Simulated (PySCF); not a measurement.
**Peak assignment**

Mapped SMILES: `[CH3:1][C:2](=[O:3])[Si:4]([SiH3:5])([SiH3:6])[Cl:7]`. Each H is labelled by its parent atom.

Computational details: NMR shieldings at PBE0/pcSseg-1/GIAO, coordinates at the GFN2-xTB level, in PySCF 2.14 (fast rotation and ring inversion assumed for equivalent nuclei, no solvent model, relativity neglected, one conformer).

Chemical shifts δ = σref − σ; ¹³C, ¹H vs TMS, all at this level.

Q: Assign these signals to the numbered atoms. ¹³C{¹H} NMR (computed): δ 251.4, 41.4.

A: 
251.4 → C2, carbonyl carbon
41.4 → C1, methyl carbon α to a carbonyl: α to the electron-withdrawing carbonyl group

Q: Assign these signals to the numbered atoms. ¹H NMR (300 MHz, computed): δ 3.62 (s, 6H), 2.82 (s, 3H).

A: 
3.62 → H(Si5)/H(Si6), hydrogen on a silicon bonded to Si
2.82 → H(C1), hydrogen on a methyl carbon α to a carbonyl: α to C=O

Shifts are as computed. Against solution values, carbons near 30 ppm lie about +3 ppm off and those near 130 ppm about +5 ppm. Of 1309 compounds with measured shifts, 239 miss one by over three times the rms of a fit or turn the order of signals round; such compounds aren't used in these exercises. Multiplicities follow the n + 1 count of equivalent neighbours, as no J values were calculated; m marks all less simple cases, F and P coupling included.
